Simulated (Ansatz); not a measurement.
Ideal-gas functions of CH₃Cl₃SeZr, SMILES `C[Se][Zr]([Cl])([Cl])[Cl]` at 800 K and 1 bar, from an Ansatz frequency run at PBE0-D4/def2-TZVP.

Molar mass 291.58 g/mol, point group Cs (symmetry number 1), electronic degeneracy 1, moments of inertia 572.507, 824.419, 876.742 u Å². Harmonic wavenumbers (cm⁻¹, unscaled): 59, 74, 77, 82, 97, 99, 110, 132, 289, 386, 416, 425, 586, 902, 922, 1329, 1432, 1470, 3036, 3141, 3199.

Use S(trans) = R[1.5 ln M + 2.5 ln T − 1.1517]; rotational temperatures θ = 24.2544 K / I; S(rot) = R[ln(√π/σ · √(T³/θAθBθC)) + 1.5]; for each mode x = 1.438777 ν̃/T, S = R[x/(eˣ − 1) − ln(1 − e⁻ˣ)] and H = RT x/(eˣ − 1); 1 cm⁻¹ = 0.0119627 kJ/mol; R = 8.31446 J/(mol·K).

By hand: the entropy, in J/(mol·K).

Translation 200.2. Rotation: θ = 0.0424, 0.0294, 0.0277 K, giving 143.3. Vibration, mode by mode: 26.97, 25.09, 24.76, 24.24, 22.84, 22.67, 21.80, 20.29, 13.85, 11.51, 10.92, 10.75, 8.25, 5.15, 5.00, 2.80, 2.42, 2.30, 0.23, 0.20, 0.18, in all 262.2. Electronic 0.0. Sum 605.7 J/(mol·K).

By hand: H − E and G − E in kJ/mol, counted from the electronic energy.

Zero-point energy ½ × 18263 × 0.0119627 = 109.2; thermal vibration 81.3; translation, rotation and pV give 4 RT = 26.6. H − E = 217.1 kJ/mol, and G − E = 217.1 − 800 × 605.7/1000 = -267.5 kJ/mol.

Vibration gives 43 % of the entropy, 188.7 J/(mol·K) of it from the modes under 150 cm⁻¹: soft modes count most, and the harmonic formula is weakest for them. The sum counts one conformer and one mirror image; others add a mixing term.
